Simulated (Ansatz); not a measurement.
A made-up structure of NaSnH₃O, closed shell:

| atom | x (Å) | y (Å) | z (Å) |
| --- | --- | --- | --- |
| Na1 | 0.3477 | 0.4681 | -0.2939 |
| O2 | -0.6665 | -0.8971 | 0.5659 |
| Sn3 | -1.7165 | -2.3109 | 1.4509 |
| H4 | 1.6223 | -0.3021 | -1.5835 |
| H5 | -0.8250 | 1.7107 | -1.2744 |
| H6 | 1.3769 | 1.5181 | 1.0173 |

It is relaxed with PBE-D4/def2-SVP and then PBE0-D4/def2-TZVP (Ansatz 0.2.0). Atoms count as bonded within 1.22 times the sum of their covalent radii (H–H: 0.88 Å). The end point is not checked to be a true minimum.

(1) Does its bonding change? (A judgement: the text doesn't fix the answer.)

## Answers

(1) The calculation gives: Yes. Formed: H4–H6; broken: Na1–H4, Na1–H6.

Where it ends: The first stage lowers the energy by 5.93 eV in 27 steps. It ends as a complex of NaSnHO ([NaH][O][Sn]) + H₂:
Na1  (-0.797, -0.342, 0.071)
O2  (-2.291, -1.737, 0.971)
Sn3  (-3.201, -2.981, 1.952)
H4  (2.568, 2.042, -1.195)
H5  (0.698, 0.755, -0.505)
H6  (3.162, 2.450, -1.413)
(Å)

Labels in which every atom is bracketed show which atoms are joined, not bond orders.

For scale, one of the runs: PBE0-D4/def2-TZVP relaxation, 131 basis functions, launched by `ansatz run in.yaml --threads 2 --pin off --events-out ev --progress --plain --max-ram 4352MiB`. Hardware: 2 CPU threads of an Arm Neoverse V2, shared host. Wall time about 2.6 min.
